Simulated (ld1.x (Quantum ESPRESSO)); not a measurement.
Pseudopotential generation for titanium: PAW, LDA (PZ), scalar-relativistic.

- Element: titanium
- Generator: ld1.x (Quantum ESPRESSO) 7.5
- Type: PAW
- Functional: LDA (PZ)
- Relativity: scalar-relativistic
- Frozen core: [Ne]
- Valence charge: 12
- Reference configuration: 3s2 3p6 3d2 4s1 4p0 (charge +1)
- Partial waves: 3s (bound): rcut 1.35, rcutus 1.45 bohr; 4s (bound): rcut 1.35, rcutus 1.45 bohr; 3p (bound): rcut 1.50, rcutus 2.00 bohr; 4p (bound, empty): rcut 1.50, rcutus 2.00 bohr; 3d (bound): rcut 1.55, rcutus 1.90 bohr; 3d channel at -0.55 Ry: rcut 1.55, rcutus 1.90 bohr
- Local potential: all-electron potential smoothed inside 1.10 bohr (lloc = -1)
- Core correction: Bessel-smoothed model core inside 0.95 bohr
- Augmentation charge: BESSEL, radius 1.30 bohr

All-electron outer shells of the reference configuration (LDA (PZ), scalar-relativistic, ld1.x):

```
shell  level (eV)  outermost node (bohr)  outermost maximum (bohr)
   2p     -451.32                      –                      0.22
   3s      -69.63                   0.40                      0.87
   3p      -46.15                   0.37                      0.90
   3d      -11.64                      –                      0.97
   4s      -10.60                   1.24                      2.74
   4p       -6.78                   1.37                      3.31
```

What the tests gave:

```json
{
 "Configuration tests": "test run stopped at test 1 of 9 (negative rho)",
 "Lowest eigenvalue of the overlap operator": "-1.07 (p channel); it is negative, so in a basis up to 400 Ry S is not positive definite and the file is unfit for use"
}
```

The ghost test of this file was not conclusive. Its overlap operator is not positive definite in a basis up to 400 Ry (lowest eigenvalue s -0.08, p -1.07), so the file is unfit for use: the generalised eigenproblem breaks down once the basis is large enough, and its test numbers describe a broken file.

Generation and tests took about 1.2 s on one core of a shared server CPU.
